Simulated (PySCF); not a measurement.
Ionisation energy of Nb by level of theory

Nb [Kr] 4d4 5s1 (6D) → Nb⁺ [Kr] 4d4 (5D), as a difference of total energies. All numbers are calculated (PySCF 2.14, a scalar-relativistic core potential, in aug-cc-pVTZ-PP with ECP28MDF (6s6p5d3f2g, 88 functions)). Correlated levels: valence: 4s2 4p6 frozen. The calculations carry no spin-orbit coupling.

Problem. Order these methods by the ionisation energy they give, lowest first.
A. MP2 (valence)
B. UHF
C. CCSD(T) (valence)
D. SCS-MP2 (valence)

Solution. B (5.985 eV), D (6.142 eV), A (6.456 eV), C (6.558 eV).

Errors of the correlated levels include the incompleteness of this basis and the frozen core.

For comparison: 6.776 eV (measured; NIST levels, between the centres of gravity of the two terms).
